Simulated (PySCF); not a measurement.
Molecule: aminodimethylborane (SMILES CB(C)N).

Structure with atom numbers: `[CH3:1][B:2]([CH3:3])[NH2:4]`; H(Xn) means a hydrogen on atom n.

Spin–spin couplings on one PBE0-D3(BJ)/def2-SVP geometry, PySCF, gas phase, non-relativistic, equivalent pairs averaged (spin–dipole term only in couplings to heteroatoms); isotopes $^{13}$C, $^{11}$B; functional B3LYP.

Reference values (Hz): $^{1}J$(C1,B2) = 59.0 (measured; solution, C6D6; Z. Naturforsch. B 2015 (znb-2015-0040), 1J(13C,11B) in organoboranes and borates).

How do the couplings (Hz) change with the basis set? Times are CPU seconds on shared hosts with different chips, so compare them loosely. Far from the basis limit: 6-31G*, pcJ-0, def2-TZVP, cc-pVTZ.

Results:


```
basis set  functions  $^{1}J$(C1,B2)  abs. error  core-s
   6-31G*         72            71.0        12.0       7
    pcJ-0         76            50.3         8.7     7.1
def2-TZVP        172            58.1         0.9      22
    pcJ-1        188            57.1         1.9      11
  cc-pVTZ        232            54.1         4.9      33
```

Errors compare magnitudes, without vibrational corrections. Closest: def2-TZVP; furthest: 6-31G*.

The Fermi-contact term samples the wavefunction at the nucleus, which is why sets with added tight s functions (names with J) are made for couplings. Agreement of an ordinary basis with the reference is then largely a cancellation of errors.
